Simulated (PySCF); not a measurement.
## How methods differ on the excitation energy of I⁺

I⁺ [Kr] 4d10 5s2 5p4 (3P) → I⁺ [Kr] 4d10 5s1 5p4 5d1 (high-spin determinant), as a difference of total energies. All numbers are calculated (PySCF 2.14, the spin-free X2C one-electron Hamiltonian (Gaussian nucleus), in aug-cc-pVTZ-DK3). Correlated levels: valence: [Kr] 4d10 frozen. The calculations carry no spin-orbit coupling.

```csv
method,excitation energy (eV)
UHF,20.074
LDA,21.310
PBE,20.821
r2SCAN,20.744
TPSSh,20.813
M06-L,20.834
B3LYP,21.212
MP2 (valence),20.344
SCS-MP2 (valence),20.467
```

Task: Estimate what PBE0 gives.

Result: 20.866 eV, closest to M06-L among the rows shown.

Task: Estimate what r2SCANh gives.

Result: 20.775 eV, closest to r2SCAN among the rows shown.

A first-order spin-orbit estimate (lowest level to lowest level, LS coupling) adds 0.006 eV.

The upper state lies above the first ionisation limit, where it may autoionise and the basis confines it.

The promoted electron is Rydberg-like, and one or two diffuse shells describe it only roughly, which tends to raise the upper state.

The determinant of the upper state mixes LS terms, which raises its energy above the lowest term, most at the Hartree-Fock and MP2 levels.
